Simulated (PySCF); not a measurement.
**Working out the excitation energy of Al**

Al [Ne] 3s2 3p1 (2P) → Al [Ne] 3s1 3p2 (4P). All numbers are calculated (PySCF 2.14, the non-relativistic Hamiltonian (point nucleus), in aug-cc-pwCVDZ). Frozen: nothing. Energies in hartree (1 hartree = 27.21139 eV):

| part | Al (lower) | Al (upper) |
| --- | --- | --- |
| UHF | -241.874277 | -241.785522 |
| CCSD correlation | -0.178808 | -0.139484 |
| (T) | -0.002579 | -0.001235 |

Task: What does Hartree-Fock give?

Result: (-241.785522) − (-241.874277) = 0.088755 hartree = 2.415 eV.

Task: What do CCSD and CCSD(T) give?

Result: The CCSD correlation energies differ by 0.039324 hartree = 1.070 eV and the triples by 0.001344 hartree = 0.037 eV, so CCSD gives 3.485 eV and CCSD(T) 3.522 eV.

Measured between the centres of the two terms (NIST): 3.598 eV, so CCSD(T) (all electrons) is off by -0.076 eV.

A double-zeta basis recovers only part of the correlation energy.

What remains against the reference includes basis incompleteness and higher excitations.
